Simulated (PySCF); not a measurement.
**Yb(II) with different ligands**

Computed with PySCF 2.14.0, PBE0, def2-SVP on the ligands, density fitting, scalar-relativistic core potentials, no spin-orbit coupling, vacuum. The metal has def2-SVP with ECP28. Each complex is relaxed within the symmetry of a template of the same shape. Distances are means of the shortest metal–ligand contacts, charges and spins Mulliken's.

```csv
complex,point group,M–first ligand (Å),charge on M (e),HOMO–LUMO gap (eV),"strongest infrared band, degenerate modes summed (cm⁻¹)",unstable modes (below −25 cm⁻¹)
[YbSF]−,Cs,2.472,0.29,2.03,469,0
[YbOF]−,Cs,1.903,0.25,1.86,647,0
[YbO(OH)]−,Cs,1.900,0.14,1.88,–,0
```

(1) What does the calculation give for [YbOCl]−?

One start shape was tried for each, so a minimum needn't be the lowest isomer. Small gap, closed shell not tested for a spin-broken solution: [YbOCl]−, [YbOF]−, [YbO(OH)]−.

## Answers

(1) point group: Cs, M–first ligand (Å): 1.894, charge on M (e): 0.25, HOMO–LUMO gap (eV): 1.87, strongest infrared band, degenerate modes summed (cm⁻¹): 665, unstable modes (below −25 cm⁻¹): 0.
```xyz
3

Yb    0.2380    0.0000   -0.3758
O     1.8294    0.0000    0.6514
Cl   -2.0299    0.0000    0.9239
```
